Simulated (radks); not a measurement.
The numbers below are computed, except where a source is named.
The mean radii <r> (bohr) of the occupied orbitals of an atom or ion are listed with their occupations. Level of theory: non-relativistic Kohn-Sham, Slater X-alpha with alpha = 0.926, spin-polarised, spherical densities, point nucleus (a radial shooting solver on a logarithmic mesh with Libxc functionals).

orbital  occ.      <r>
1s up       1  0.04630
1s down     1  0.04630
2s up       1   0.2058
2s down     1   0.2058
2p up       3   0.1777
2p down     3   0.1777
3s up       1   0.6044
3s down     1   0.6037
3p up       3   0.6146
3p down     3   0.6133
3d up       5   0.6585
3d down     5   0.6511
4s up       1    1.913
4s down     1    1.897
4p up       3    2.358

Name the element and its charge. Open shells, if any, are filled with parallel spins first.

Answer. Z = 33, arsenic, charge 0: As in [Ar] 3d10 4s2 4p3. The 1s radius gives Z: for a bare nucleus <r> = 1.5/Z, 0.04545 bohr for Z = 33, and screening makes it slightly larger (0.04630 here). The occupations add up to 33, and the charge is Z minus that.
